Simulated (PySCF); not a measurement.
Isomers of C7H12, one GFN2-xTB conformer each. Single-point energies are computed at PBE0/pcSseg-1 (PySCF, gas phase, no added dispersion term), electronic only.

Task: Rank them by PBE0/pcSseg-1 energy, lowest first (kcal/mol).
A. `[CH2:1]=[CH:2][CH2:3][CH:4]1[CH2:5][CH2:6][CH2:7]1` with C1–C2–C3–C4 -120°, C2–C3–C4–C5 176°, C3–C4–C5–C6 -130°, C4–C5–C6–C7 10°, C5–C6–C7–C4 -10°, C3–C4–C7–C6 130°
B. `[CH:1]#[C:2][CH:3]([CH2:4][CH3:5])[CH2:6][CH3:7]` with C2–C3–C4–C5 63°, C2–C3–C6–C7 -63°
C. `[CH2:1]1[CH2:2][CH2:3][C:4]2([CH2:5]1)[CH2:6][CH2:7]2` with C5–C1–C2–C3 41°, C1–C2–C3–C4 -33°, C2–C3–C4–C5 13°, C3–C4–C5–C1 12°

Result: C (0.0), A (17.8), B (27.9).

As drawn, the lowest has a three-membered ring and a quaternary carbon, which the highest lacks; the highest has a C≡C bond, which the lowest lacks. GFN2-xTB itself gives, in the same order: 0.0, 23.3, 36.4. Both levels put the same isomer lowest; measured from each level's own lowest isomer, the values differ by up to 8.5 kcal/mol (C#CC(CC)CC: 36.4 against 27.9).

Task: Which frontier levels, dipoles and rotational constants go with these structures?

Result: 
```tsv
SMILES	HOMO (eV, PBE0/pcSseg-1)	LUMO (eV)	dipole (D)	A, B, C (MHz)
C1CCC2(C1)CC2	-7.51	1.56	0.25	5130, 2212, 1872
C=CCC1CCC1	-7.32	0.53	0.36	6508, 1461, 1312
C#CC(CC)CC	-7.69	1.08	0.64	3465, 1899, 1334
```
